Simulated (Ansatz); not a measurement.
`CB[Te][AlH2]` + `[SiH3][SeH]` → `[AlH2][Se][SiH3]` + `CB[TeH]` at 700 K and 1 bar (ligand exchange at the Al–Te bond).

Program: Ansatz. Geometries: PBE0-D4/def2-TZVP. ΔE: electronic, gas phase. CCSD(T)/CBS is the MP2 limit (def2-TZVPP, def2-QZVPP) plus CCSD(T) − MP2 in def2-TZVPP, frozen cores. def2 core potentials past Kr. For Se, Te outer-core shells are correlated without core-valence functions, which leaves a few kJ/mol of doubt a bond. Scalar relativity is left out up to krypton. Each species was taken in one conformer, which may not be the lowest.

| species | CCSD(T)/CBS energy (Eh) | H − E (kJ/mol) | S (J/(mol·K)) |
| --- | --- | --- | --- |
| `CB[Te][AlH2]` | -576.23333 | 245.3 | 487.0 |
| `[SiH3][SeH]` | -2692.20088 | 133.3 | 356.0 |
| `[AlH2][Se][SiH3]` | -2934.85173 | 173.5 | 446.1 |
| `CB[TeH]` | -333.59211 | 203.9 | 394.8 |

H − E and S are ideal-gas, rigid-rotor, harmonic terms from PBE0-D4/def2-TZVP, for one conformer and one mirror image of each species. 1 Eh = 2625.50 kJ/mol, R = 8.31446 J/(mol·K).

Problem. By hand: ΔE, ΔH, ΔS and ΔG.

Solution. ΔE = (-2934.85173) + (-333.59211) − (-576.23333) − (-2692.20088) = -0.00963 Eh = -25.3 kJ/mol. Δ(H − E) = 173.5 + 203.9 − 245.3 − 133.3 = -1.2, so ΔH = -26.5 kJ/mol. ΔS = 446.1 + 394.8 − 487.0 − 356.0 = -2.1 J/(mol·K). ΔG = -26.5 − 700 × (-2.1)/1000 = -25.0 kJ/mol.

Problem. By hand: the equilibrium constant, and the temperature at which ΔG would vanish if ΔH and ΔS stayed fixed.

Solution. log₁₀ K = −ΔG/(RT ln 10) = 1.9. ΔG = 0 at ΔH/ΔS = 12619 K, far beyond where these terms or the molecules hold.

The number of gas molecules stays the same, so ΔS is small and ΔH decides. A doubt of 5 kJ/mol in ΔE shifts log₁₀ K by 0.4 here. Other conformers and mirror images would add mixing entropy, several J/(mol·K) or more a flexible species. These are equilibria of isolated gas molecules and say nothing of rates. Largest T1 diagnostic: 0.013 (customary marks: 0.02 for closed shells, 0.045 for open ones).
